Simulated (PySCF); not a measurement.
Structure from NMR data

The spectra below were simulated for a compound C₇H₈F₂O.

¹H NMR (500 MHz, computed): δ 6.15 (m, 1H), 6.14 (m, 1H), 5.88 (m, 1H), 5.18 (m, 1H), 2.91 (m, 1H), 2.44 (m, 1H), 2.36 (m, 1H), 1.58 (m, 1H).

¹³C{¹H} NMR (computed): δ 171.8, 146.3, 129.5, 99.2, 59.5, 28.3, 22.6.

[PySCF: GFN2-xTB structure; σ from GIAO-PBE0/pcSseg-1; one computed conformer; relativity neglected; no solvent model]

Shifts are taken against calculated references (same method and geometry level): TMS for ¹H and ¹³C.

Question: Which candidate is it?
A. CC1=CC=C[C@H]1OC(F)F
B. FC(F)OCC1=CC=CC1
C. C=C[C@@]1(C(=O)F)CC[C@@H]1F

Answer: C. 

The formula gives 3 degrees of unsaturation (1 ring in the answer). 7 carbon signals for 7 carbons: no two carbons are equivalent. Carbon types of the structure: 2 × C, 2 × CH, 3 × CH2, which accounts for all hydrogens. δC 171.8: carbonyl carbon. δC 146.3: alkene CH; the olefinic region. δC 129.5: terminal =CH2 carbon; the olefinic region. δC 99.2: sp3 CH bonded to F; pulled downfield by the heteroatom. δH 5.18: hydrogen on an sp3 CH bonded to F; its carbon carries F, hence the downfield position.

The others: CC1=CC=C[C@H]1OC(F)F would give 6 signals for carbon-bound and other non-exchanging H, not 8; FC(F)OCC1=CC=CC1 would give 6 signals for carbon-bound and other non-exchanging H, not 8.

Splittings by ¹⁹F in the carbon and heteronuclear signals aren't shown, as no couplings were computed. Shifts are as computed. Against solution values, carbons near 30 ppm lie about +3 ppm off and those near 130 ppm about +5 ppm. Of 1211 compounds with measured shifts, 218 miss one by over three times the rms of a fit or turn the order of signals round; such compounds aren't used in these exercises. Multiplicities follow the n + 1 count of equivalent neighbours, as no J values were calculated; m marks all less simple cases, F and P coupling included.
